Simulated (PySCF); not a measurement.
Species: C₈H₉Se (charge +1).
Bonds: C1–Se2, Se2–C3, C3–C4 (aromatic), C4–C5 (aromatic), C5–C6 (aromatic), C6–C7 (aromatic), C7–C8 (aromatic), C8–C9 (aromatic), C3–C9 (aromatic). Hydrogens: H10, H11, H12 on C1; H13 on C4; H14 on C5; H15 on C6; H16 on C7; H17 on C8; H18 on C9.

Theory: PySCF, PBE0-D3(BJ)/def2-SVP geometry optimisation, gas phase.

Q: Give the optimised bond lengths and angles.

A: 
| bond | length (bohr) |
| --- | --- |
| C1–Se2 | 3.647 |
| Se2–C3 | 3.523 |
| C3–C4, C3–C9 | 2.678 |
| C4–C5, C8–C9 | 2.610 |
| C5–C6, C7–C8 | 2.665 |
| C6–C7 | 2.608 |
| C1–H10, C1–H11, C1–H12 | 2.076 |
| C4–H13, C9–H18 | 2.068 |
| C5–H14, C8–H17 | 2.068 |
| C6–H15, C7–H16 | 2.067 |

Bonds in one row agree within 0.02 bohr and their mean is given. A selection of angles:
| angle | degrees |
| --- | --- |
| Se2–C1–H10 | 111.1 |
| Se2–C1–H11 | 104.6 |
| H10–C1–H11 | 108.9 |
| H10–C1–H12 | 112.0 |
| C1–Se2–C3 | 102.8 |
| Se2–C3–C4 | 112.9 |
| Se2–C3–C9 | 121.5 |
| C4–C3–C9 | 125.5 |
| C3–C4–C5 | 129.9 |
| C3–C4–H13 | 115.4 |
| C5–C4–H13 | 114.7 |
| C4–C5–C6 | 129.6 |
| C4–C5–H14 | 115.1 |
| C6–C5–H14 | 115.4 |
| C5–C6–C7 | 127.9 |
| C5–C6–H15 | 115.7 |
| C7–C6–H15 | 116.4 |
| C6–C7–H16 | 116.5 |
| C8–C9–H18 | 114.5 |

Torsions: C1–Se2–C3–C4 180° (antiperiplanar).

Of the pairs four or more bonds apart, C1···H18 is among the closest relative to their van der Waals radii: 2.46 Å, 85 % of the sum of Bondi's values. C6 (aromatic CH carbon) is planar (angles 127.9°, 116.4° and 115.7°, sum 360.0°, 0.00 Å off the plane of its three neighbours). The 9 heavy atoms lie in one plane (0.001 Å rms). C3 (substituted aromatic carbon) is planar (angles 125.5°, 121.5° and 112.9°, sum 360.0°, 0.00 Å off the plane of its three neighbours). The C–C distances run from 1.380 Å (C6–C7, aromatic) to 1.419 Å (C3–C4, aromatic), a spread of 0.039 Å. C4 (aromatic CH carbon) is planar (angles 129.9°, 115.4° and 114.7°, sum 360.0°, 0.00 Å off the plane of its three neighbours). The C–Se distances run from 1.864 Å (Se2–C3, drawn single) to 1.930 Å (C1–Se2, drawn single), a spread of 0.066 Å.

Point group: Cs (every atom within 0.08 Å of its image). Whether it is a minimum is left open (no frequencies).

One conformer stands for the species.
